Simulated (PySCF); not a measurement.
From one molecule to another.

First species: Methyl lactate, C4H8O3.
SMILES with atom numbers: `[CH3:1][O:2][C:3](=[O:4])[C@H:5]([CH3:6])[OH:7]` (hydrogens: H8, H9, H10 on C1; H11 on C5; H12, H13, H14 on C6; H15 on O7)

Structure used (GFN2-xTB), in Å, numbered top down from 1:
```
atom  x, y, z in Å
C1     2.404   -0.509   -0.401
O2     1.101   -0.622    0.161
C3     0.358    0.479    0.160
O4     0.709    1.548   -0.273
C5    -1.036    0.245    0.726
C6    -1.828   -0.599   -0.285
O7    -1.652    1.477    0.979
H8     2.357   -0.003   -1.367
H9     3.052    0.063    0.266
H10    2.776   -1.524   -0.514
H11   -0.961   -0.297    1.675
H12   -2.843   -0.729    0.080
H13   -1.866   -0.091   -1.246
H14   -1.358   -1.570   -0.406
H15   -1.217    2.141    0.421
```

Second species: C₄H₇N₃O.
Z-matrix (Å and degrees, GFN2-xTB geometry), rows numbered from 1:
```
C 
O   1  1.4146
C   2  1.3449  1  114.28
N   3  1.3464  2  124.75  1    -0.06
N   4  1.2843  3  109.12  2  -179.82
N   5  1.3260  4  108.41  3    -0.10
C   6  1.3585  5  111.20  4     0.12
C   7  1.4807  3  132.43  2    -0.74
H   1  1.0879  2  105.96  3  -179.58
H   1  1.0927  2  110.72  3    60.67
H   1  1.0927  2  110.66  3   -59.84
H   6  1.0081  5  120.93  4   179.70
H   8  1.0888  7  110.72  3   138.80
H   8  1.0862  7  109.11  3    18.43
H   8  1.0906  7  110.80  3  -100.86
```

Levels: CAM-B3LYP/def2-SVPD for dipole moment, HOMO energy, LUMO energy, HOMO–LUMO gap, static isotropic polarisability and electronic spatial extent ⟨r²⟩ about the centre of nuclear charge; TDDFT CAM-B3LYP/def2-SVPD for lowest singlet excitation; TDA CAM-B3LYP/def2-SVPD for lowest triplet excitation (Tamm–Dancoff); GFN2-xTB for rotational constant A and rotational constant C. Geometries: GFN2-xTB. Each structure is a single optimised conformer of the isolated species, non-relativistic unless stated. Electronic properties by PySCF.

Dipoles, sizes and rotational constants follow the conformer. The torsions of the flexible species, by atom-mapped SMILES:
- `[CH3:1][O:2][C:3](=[O:4])[C@H:5]([CH3:6])[OH:7]`: C1–O2–C3–O4 0°, O2–C3–C5–C6 -71°, H–O7–C5–C3 23°
- `[CH3:1][O:2][c:3]1[n:4][n:5][nH:6][c:7]1[CH3:8]`: C1–O2–C3–N4 0°

Question: Which of the two has the higher LUMO energy, and by how much?

Answer: The second: 1.06 eV against 1.01 eV, a difference of 0.05 eV.

Question: Which of the two has the higher HOMO energy, and by how much?

Answer: The second: -7.70 eV against -9.54 eV, a difference of 1.84 eV.

Question: Which of the two has the higher rotational constant A, and by how much?

Answer: The first: 4.914 GHz against 3.470 GHz, a difference of 1.444 GHz.

Question: Which of the two has the higher dipole moment, and by how much?

Answer: The second: 3.40 D against 3.07 D, a difference of 0.33 D.

Question: Which of the two has the higher static isotropic polarisability, and by how much?

Answer: The second: 71.6 au against 60.8 au, a difference of 10.8 au.

Question: Which of the two has the higher HOMO–LUMO gap, and by how much?

Answer: The first: 10.55 eV against 8.76 eV, a difference of 1.79 eV.

Question: Which of the two has the higher rotational constant C, and by how much?

Answer: The first: 1.507 GHz against 1.265 GHz, a difference of 0.242 GHz.

Question: Which has the higher S1 energy?

Answer: The first: 6.15 eV against 5.81 eV, a difference of 0.34 eV.

On the first: The vertical singlet–triplet gap S1 − T1 is 0.51 eV (TDDFT singlet less Tamm–Dancoff triplet; S1: HOMO−1→LUMO, weight 0.42, beside HOMO−1→LUMO+1, weight 0.37; T1: HOMO−1→LUMO, weight 0.42, beside HOMO−1→LUMO+1, weight 0.36). In wavenumbers S1 is 49600 cm⁻¹ (1 eV = 8065.54 cm⁻¹).

On the second: No computed singlet falls in the visible range (750 to 380 nm, 1.65 to 3.26 eV); S1 lies 2.55 eV above its blue end. In wavenumbers S1 is 46900 cm⁻¹ (1 eV = 8065.54 cm⁻¹).
